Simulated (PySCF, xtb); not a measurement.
Al2H4O4, SMILES [OH][Al]([OH])[Al]([OH])[OH].

xtb with GFN2-xTB at its own geometry gives an orbital gap of 4.10 eV and a dipole moment of 0.02 D.

Geometry optimised at B3LYP-D3(BJ)/def2-SVP. The structure was generated by enumeration; whether it is a known compound was not checked. One conformer was computed; it need not be the lowest.

Q: What does PBE/def2-TZVP (PySCF) give? (An estimate is asked for; the answer gives what the named calculation found.)

A: gap 5.41 eV (levels -6.79 and -1.38 eV), dipole 0.00 D.
